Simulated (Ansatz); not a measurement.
`[NH2][GeH]([F])[Cl]` + H₂ → `[NH2][GeH2][F]` + HCl at 700 K and 1 bar (hydrogenolysis of a Ge–Cl bond).

Calculated with Ansatz (gas phase, PBE0-D4/def2-TZVP geometries, no zero-point term in ΔE). CBS: MP2 limit from def2 TZ/QZ plus the TZ coupled-cluster correction, frozen cores. This one scheme is used for every species. For Ge outer-core shells are correlated without core-valence functions, which leaves a few kJ/mol of doubt a bond. Scalar relativity is left out up to krypton. One conformer a species, not always the lowest.

```json
{"species": "`[NH2][GeH]([F])[Cl]`", "CCSD(T)/CBS energy (Eh)": "-2692.28962", "H − E (kJ/mol)": "161.3", "S (J/(mol·K))": "421.9"}
{"species": "H₂", "CCSD(T)/CBS energy (Eh)": "-1.17544", "H − E (kJ/mol)": "46.8", "S (J/(mol·K))": "155.3"}
{"species": "`[NH2][GeH2][F]`", "CCSD(T)/CBS energy (Eh)": "-2233.06137", "H − E (kJ/mol)": "170.6", "S (J/(mol·K))": "376.2"}
{"species": "HCl", "CCSD(T)/CBS energy (Eh)": "-460.38127", "H − E (kJ/mol)": "38.4", "S (J/(mol·K))": "211.8"}
```

H − E and S are ideal-gas, rigid-rotor, harmonic terms from PBE0-D4/def2-TZVP, for one conformer and one mirror image of each species. The MP2-based limit puts H₂ 0.8 mEh under its directly extrapolated value; such offsets cancel only in part. 1 Eh = 2625.50 kJ/mol, R = 8.31446 J/(mol·K).

Task: By hand: ΔE, ΔH, ΔS and ΔG.

Result: ΔE = (-2233.06137) + (-460.38127) − (-2692.28962) − (-1.17544) = 0.02242 Eh = 58.9 kJ/mol. Δ(H − E) = 170.6 + 38.4 − 161.3 − 46.8 = 0.9, so ΔH = 59.8 kJ/mol. ΔS = 376.2 + 211.8 − 421.9 − 155.3 = 10.8 J/(mol·K). ΔG = 59.8 − 700 × (10.8)/1000 = 52.2 kJ/mol.

Task: By hand: the equilibrium constant, and the temperature at which ΔG would vanish if ΔH and ΔS stayed fixed.

Result: log₁₀ K = −ΔG/(RT ln 10) = -3.9. ΔG = 0 at ΔH/ΔS = 5537 K, far beyond where these terms or the molecules hold.

The number of gas molecules stays the same, so ΔS is small and ΔH decides. A doubt of 5 kJ/mol in ΔE shifts log₁₀ K by 0.4 here. Other conformers and mirror images would add mixing entropy, several J/(mol·K) or more a flexible species. These are equilibria of isolated gas molecules and say nothing of rates. Largest T1 diagnostic: 0.011 (customary marks: 0.02 for closed shells, 0.045 for open ones).
